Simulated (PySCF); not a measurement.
**Energy of Mo²⁺ (molybdenum, charge +2) between two integer charges**

The 4d alpha orbital of [Kr] 4d4 is emptied in steps (occupation f), with all orbitals relaxed, ending at [Kr] 4d3. All numbers are calculated (PySCF 2.14, scalar relativity by spin-free X2C-1e, in x2c-TZVPall). The exact energy is a straight line in f; departures are measured from the line between the end points of the same method.

```csv
f,UHF (eV),LDA (eV),PBE (eV)
1,0.000,0.000,0.000
0.8,0.158,-0.956,-0.935
0.6,0.231,-1.444,-1.409
0.4,0.226,-1.452,-1.414
0.2,0.147,-0.973,-0.946
0,0.000,0.000,0.000
```

For LDA, how does the orbital energy at f = 1 compare with the removal energy?

−ε = 21.754 eV against a total-energy difference of 27.689 eV. By Janak's theorem ε = ∂E/∂f, so the gap between them reflects the curvature. Along the path −ε is 24.071 (f = 0.8), 26.442 (f = 0.6), 28.860 (f = 0.4), 31.314 (f = 0.2) eV.

```
method  E(f=0) − E(f=1) (eV)  −ε at f=1 (eV)  −ε at f=0.4 (eV)
   UHF                26.102          27.111            25.889
   LDA                27.689          21.754            28.860
   PBE                27.457          21.647            28.609
```

Reference removal energy between the ground levels: 27.13 ± 0.12 eV (semi-empirical (NIST evaluation); NIST Atomic Spectra Database, ionization energies). The calculation has no spin-orbit coupling. The determinant left behind need not be the lowest term of the ion. UHF lacks correlation.
